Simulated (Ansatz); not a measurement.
A nudged elastic band was laid between two geometries of BrH + F4H2O2W (11 atoms, charge 0, multiplicity 1).

Level of theory: RKS PBE/def2-SVP in Ansatz.

```yaml
movable_images: 5
climbing_image: yes
spring: 5.0 eV/Å²
optimiser: quadratic models (default)
start_path: through a guess of the saddle point
force_threshold: 0.05 eV/Å
iteration_limit: 60
end_points: relaxed
```

Initial state:

```xyz
11
Properties=species:S:1:pos:R:3
W 0.063 0.131 -0.309
O -0.033 0.541 1.546
H -0.815 0.522 2.130
F 1.903 0.423 -0.422
F -0.175 1.947 -0.730
F -1.806 -0.141 -0.093
F 0.447 -1.661 0.110
O -0.246 -0.339 -2.091
H -1.002 -0.626 -2.636
Br 2.568 1.523 3.560
H 1.508 1.100 2.668
```

Final state:

```xyz
11
Properties=species:S:1:pos:R:3
W 0.205 0.356 -0.067
O 0.636 -0.217 2.119
H -0.041 -0.832 2.470
F 2.000 -0.118 -0.236
F 0.266 1.842 -1.271
F -1.489 0.789 0.614
F -0.244 -1.452 0.310
O -0.345 -0.340 -1.753
H -0.316 0.348 -2.455
Br 1.050 2.443 1.328
H 0.691 0.601 2.674
```

Q: What changes between the two ends?

A: Bonds broken: Br10–H11. Bonds formed: W1–Br10, O2–H11. BrH + F4H2O2W becomes BrF4H3O2W.

Q: What energy profile does the band end with?

A: The forces met the threshold. The highest image is number 3 of 0 to 6, 0.76 eV above the first end and 0.57 eV above the last; the last end lies 0.19 eV above the first. A vibrational analysis at the climbing image gives one clearly imaginary mode, 417i cm⁻¹, and a faint second one (13i cm⁻¹) that may be numerical noise or a soft torsion: probably a first-order saddle point. The orbitals stay closed-shell, which can raise the energy where a bond breaks towards radicals; this wasn't checked here.

| image | path coordinate (Å) | energy (eV) | Br10–H11 (Å) | W1–Br10 (Å) | O2–H11 (Å) |
| --- | --- | --- | --- | --- | --- |
| 0 | 0.00 | 0.00 | 1.45 | 4.81 | 1.99 |
| 1 | 1.81 | 0.02 | 1.45 | 4.80 | 2.00 |
| 2 | 3.62 | 0.12 | 1.45 | 4.21 | 1.84 |
| 3 | 5.43 | 0.76 | 1.57 | 3.16 | 1.38 |
| 4 | 5.80 | 0.53 | 1.85 | 2.97 | 1.09 |
| 5 | 6.18 | 0.25 | 2.10 | 2.75 | 1.01 |
| 6 | 6.55 | 0.19 | 2.31 | 2.65 | 0.99 |

Q: What is the geometry of the highest image?

A: 
```xyz
11
Properties=species:S:1:pos:R:3
W 0.128 0.189 -0.028
O 0.326 -0.118 1.965
H -0.142 -0.869 2.382
F 1.948 -0.232 -0.097
F 0.547 1.666 -1.129
F -1.461 1.108 0.327
F -0.684 -1.490 0.301
O -0.258 -0.543 -1.748
H 0.002 0.092 -2.452
Br 1.230 2.506 1.821
H 0.776 1.111 2.390
```

Run time: 15 min on 4 threads of Arm Neoverse V1 (shared host), peak memory 0.3 GiB.
